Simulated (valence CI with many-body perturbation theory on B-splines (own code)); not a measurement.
**Sm³⁹⁺: one-electron terms**

Level of theory: valence CI with perturbative core correlation (CI+MBPT): five valence electrons over a frozen Dirac-Fock core [Ar], radial functions for each j: 7 s, 7 p, 8 d, 6 f, 4 g, 1 h, with the one-electron correlation potential Σ1 (screened to all orders), the two-electron term Σ2, the three-electron term Σ3, Breit, model QED; selected single and double excitations, second order for the rest (own B-spline code, finite nucleus).

No measured spectrum was set against this ion. As an estimate, large intervals hold to a few tenths of a per cent, small ones and those within an open d or f shell to about a per cent. Only levels of the ground parity were solved; by the run's estimate the other parity begins above the list, which can be wrong where configurations are misplaced.

These are the spectroscopic orbitals of the CI (the correlating ones are not listed), shaped by the core and the other valence electrons. h is the expectation value of the core's Dirac-Fock operator, without the valence repulsion; Σ1 is computed up to l = 3 at one energy for each symmetry, that of its lowest orbital but kept below the first core excitation, so for empty shells it is not the orbital's own correlation shift; Breit and QED include the response of the core.

```
Orbital  h (hartree)  Σ1 (cm⁻¹)  Breit (cm⁻¹)  QED (cm⁻¹)  ⟨r⟩ (bohr)
  4s1/2       -73.36      -7575          7212        5398      0.4764
  5s1/2      -44.947      -2900          3507        2672      0.7771
  6s1/2      -30.365      -1453          1925        1492       1.155
  4p1/2       -70.99     -10063         11423       -38.9      0.4719
  5p1/2      -43.774      -3692          5688       -13.4      0.7781
  6p1/2      -29.703      -1821          3172        -6.0       1.162
  4p3/2      -68.971      -9469          6947         494      0.4870
  5p3/2      -42.797      -3597          3480         253      0.7967
  6p3/2      -29.156      -1797          2077         144       1.184
  3d3/2      -123.46     -21408         15395       -1251      0.2106
  4d3/2      -65.627      -9960          5567        -348      0.4636
  5d3/2      -41.179      -3865          2713        -160      0.7861
  3d5/2       -122.2     -20040          7889        -546      0.2139
  4d5/2      -65.166      -9615          2898        -112      0.4676
  5d5/2       -40.95      -3706          1398       -45.1      0.7911
  4f5/2      -62.081     -23545           681        -218      0.4213
  5f5/2      -39.532      -9566           306        -104      0.7537
  4f7/2      -61.922     -19935          -148        -126      0.4230
  5f7/2      -39.446      -8065         -41.9       -57.1      0.7558
  5g7/2      -38.608                     50.7       -26.2      0.6802
  5g9/2       -38.57                    -31.1        -3.9      0.6812
```

Among the shells of the start configuration 3d5, Σ1 is largest in size for 3d3/2, where it is 0.079 % of h.

Lowest root of each symmetry, sizes in configuration state functions:

| J | Parity | Roots | Reference | Variational | Second order | Change by selected CI (cm⁻¹) | Change by second order (cm⁻¹) |
| --- | --- | --- | --- | --- | --- | --- | --- |
| 1/2 | even | 4 | 39 | 17592 | 57658 | -20418 | -3 |
| 3/2 | even | 7 | 67 | 25079 | 177273 | -19652 | -40 |
| 5/2 | even | 10 | 81 | 26712 | 167629 | -18530 | -106 |
| 7/2 | even | 7 | 72 | 24161 | 270423 | -18896 | -235 |
| 9/2 | even | 5 | 56 | 24043 | 19980 | -19339 | -202 |
| 11/2 | even | 3 | 35 | 24499 | 11755 | -18840 | -40 |
| 13/2 | even | 1 | 18 | 19459 | 6739 | -18365 | -8 |
